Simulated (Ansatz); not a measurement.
The same molecule with X = F, Cl, Br. Ansatz, PBE0-D4/def2-TZVP geometries, multiplicity 1. Each molecule was computed in one conformer, which needn't be the lowest.

Elements past krypton have def2 core potentials. Scalar relativity is left out up to krypton.

| X | molecule | mean X–Cd bond length / Å | HOMO energy (PBE0/def2-TZVPP) / eV | LUMO energy (PBE0/def2-TZVPP) / eV | HOMO–LUMO gap (PBE/def2-TZVPP) / eV |
| --- | --- | --- | --- | --- | --- |
| F | `[NH2][Cd][F]` | 1.935 | -7.48 | -1.36 | 3.89 |
| Cl | `[NH2][Cd][Cl]` | 2.274 | -7.39 | -1.34 | 3.88 |

Q: Give the row for X = Br, `[NH2][Cd][Br]`. (Best estimate.)

A: The calculation gave: 
```json
{"X": "Br", "molecule": "`[NH2][Cd][Br]`", "mean X–Cd bond length / Å": "2.408", "HOMO energy (PBE0/def2-TZVPP) / eV": "-7.35", "LUMO energy (PBE0/def2-TZVPP) / eV": "-1.42", "HOMO–LUMO gap (PBE/def2-TZVPP) / eV": "3.78"}
```

From F to Br the mean X–Cd bond length rises at each step, by 0.473 Å in all; the HOMO energy (PBE0/def2-TZVPP) rises at each step, by 0.13 eV in all; the LUMO energy (PBE0/def2-TZVPP) isn't monotonic: highest at Cl, lowest at Br; the HOMO–LUMO gap (PBE/def2-TZVPP) falls at each step, by 0.11 eV in all. Bonds lengthen as the atom grows down the group.

Spin–orbit coupling is left out; it splits and shifts lone-pair levels of the heavy atoms by tenths of an eV.
